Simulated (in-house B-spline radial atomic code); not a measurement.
# Ionising Rh⁵⁺ with different functionals

Computed with a B-spline radial code for spherical atoms: non-relativistic Hamiltonian, point nucleus, spin-polarised at highest spin, spherical fractional occupations for the functionals, and exact exchange of hybrids averaged over the configuration. The ionisation energy is the difference of two self-consistent energies, [Kr] 4d4 → [Kr] 4d3, without Breit or QED terms; ε is the level of the shell that loses the electron (its least bound occupied spin orbital). There is no spin-orbit coupling in this Hamiltonian.

```
   method                    rung  ΔSCF (eV)  -ε(4d) (eV)
     PBE0           global hybrid      81.65        75.51
    B3LYP           global hybrid      81.53        74.91
    TPSSh           global hybrid      81.58        74.06
   M06-2X           global hybrid      81.16        77.68
BHandHLYP           global hybrid      81.43        77.61
  r2SCAN0           global hybrid      81.91        75.85
    B97-1           global hybrid      81.37        74.84
    HSE06  range-separated hybrid      81.62        75.07
    wB97X  range-separated hybrid      81.24        77.74
CAM-B3LYP  range-separated hybrid      81.48        76.84
  LC-wPBE  range-separated hybrid      81.58        78.32
```

Problem. Among the functionals, which spreads more, the ΔSCF values or the orbital energies?

Solution. The orbital energies: ΔSCF values span about 0.75 eV and the orbital energies 4.26 eV; here energy differences depend much less on the functional than eigenvalues do.

Problem. How do they compare with the NIST value?

Solution. NIST lists 80 eV ± 2 (tabulated theory, ground level to ground level). Errors run from +1.16 to +1.91 eV; all lie within about twice that uncertainty, so the table can't rank the methods.
